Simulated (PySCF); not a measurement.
He (helium, neutral) across methods

1s2, closed-shell 1S. All numbers are calculated (PySCF 2.14, the non-relativistic Hamiltonian (point nucleus), in def2-TZVPPD (3s3p1d, 17 functions)). The B2PLYP total includes its PT2 part (frozen core); its orbital energies are those of the SCF part.

```tsv
method	E (hartree)	mean ε 1s (eV)	Σ⟨r²⟩ (bohr²)	⟨S²⟩
LC-wPBE	-2.9025	-21.093	2.426	0.000
BP86	-2.9041	-15.786	2.418	0.000
r2SCAN	-2.9029	-16.457	2.388	0.000
PBE	-2.8906	-15.635	2.426	0.000
UHF	-2.85990	-24.949	2.353	0.000
B3LYP	-2.9130	-17.907	2.409	0.000
B2PLYP	-2.9021	-20.840	2.384	0.000
LDA	-2.8326	-15.396	2.491	0.000
```

Q: Estimate the same row for PBE0.

A: E (hartree) = -2.8931; mean ε 1s (eV) = -18.136; Σ⟨r²⟩ (bohr²) = 2.400; ⟨S²⟩ = 0.000.
